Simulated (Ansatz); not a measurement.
`CB(C)[SiH2]Cl` + `OBF` → `CB(C)O` + `FB[SiH2]Cl`  (redistribution)

Program: Ansatz. Geometries: PBE0-D4/def2-TZVP. ΔE: electronic, gas phase. CCSD(T)/CBS is the MP2 limit (def2-TZVPP, def2-QZVPP) plus CCSD(T) − MP2 in def2-TZVPP, frozen cores. This one scheme is used for every species. Each species was taken in one conformer, which may not be the lowest.

| species | HF/def2-QZVPP energy (Eh) |
| --- | --- |
| `CB(C)[SiH2]Cl` | -853.65054 |
| `OBF` | -200.36625 |
| `CB(C)O` | -179.51477 |
| `FB[SiH2]Cl` | -874.49365 |

Work out ΔE.

ΔE = (-179.51477) + (-874.49365) − (-853.65054) − (-200.36625) = 0.00837 Eh = +22.0 kJ/mol. CCSD(T)/CBS gives +25.4 kJ/mol.

Largest T1 diagnostic among the species: 0.013.

The D4 term adds +5.3 kJ/mol with B3LYP and +3.2 kJ/mol with PBE0; it sums over pairs of atoms, weighted by their polarisabilities, and B3LYP, whose exchange is more repulsive, gets the larger term.

B3LYP here is the variant with VWN-RPA as its local correlation; programs differ in this.
